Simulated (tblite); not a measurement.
Compound: C₆H₁₂BNO.
Numbering: `[CH:1]#[C:2][CH2:3][CH2:4][O:5][BH:6][N:7]([CH3:8])[CH3:9]` (hydrogens: H10 on C1; H11, H12 on C3; H13, H14 on C4; H15 on B6; H16, H17, H18 on C8; H19, H20, H21 on C9)

Structure used (GFN2-xTB), in Å, numbered top down from 1:
```
atom  x, y, z in Å
C1     5.030    0.144    0.169
C2     3.903   -0.220   -0.003
C3     2.534   -0.645   -0.199
C4     1.548    0.329    0.460
O5     0.240   -0.132    0.244
B6    -0.843    0.696    0.315
N7    -2.107    0.140    0.106
C8    -2.315   -1.260   -0.183
C9    -3.337    0.892    0.148
H10    6.022    0.453    0.311
H11    2.393   -1.639    0.235
H12    2.318   -0.706   -1.269
H13    1.749    0.381    1.540
H14    1.683    1.336    0.043
H15   -0.734    1.849    0.538
H16   -2.935   -1.727    0.589
H17   -1.350   -1.757   -0.216
H18   -2.819   -1.383   -1.148
H19   -4.014    0.484    0.907
H20   -3.849    0.850   -0.820
H21   -3.126    1.930    0.389
```

All values are computed: GFN2-xTB (tblite) harmonic vibrations without scaling, gas phase. Against measured fundamentals such values can be off by several per cent, at times by over 20. Modes of hydrogen on boron can be 10 to 20 % off. One conformer, not necessarily the lowest. The optimisation stopped once no atom felt more than 0.01 eV/Å.

Lowest wavenumbers of the output (negative numbers stand for imaginary wavenumbers):
```
mode    cm-1
  1     -28.0
  2      42.7
  3      68.5
  4     132.7
  5     149.2
  6     163.5
  7     178.0
  8     220.8
```

Question: Is this structure a minimum?

Answer: Not by this Hessian. 1 mode is imaginary beyond 20i (28i cm⁻¹), so at this level the point lies at or near a first-order saddle. The curvature is small, so loose convergence or finite differences may be the whole cause.

Question: Which atoms move in the imaginary mode?

Answer: 28i: C4 (sp3 carbon bound to oxygen) 18 %, C3 (propargylic carbon) 13 %, C9 (N-methyl carbon) 12 %, O5 (boron-bound oxygen) 12 %. These are shares of the mass-weighted motion.

Question: What is the remedy?

Answer: Step along that mode in both directions, optimise again with tighter thresholds and repeat the frequencies. The zero-point energy of this point (107.6 kcal/mol) counts the 56 real modes alone, and thermal corrections from it aren't those of a minimum.
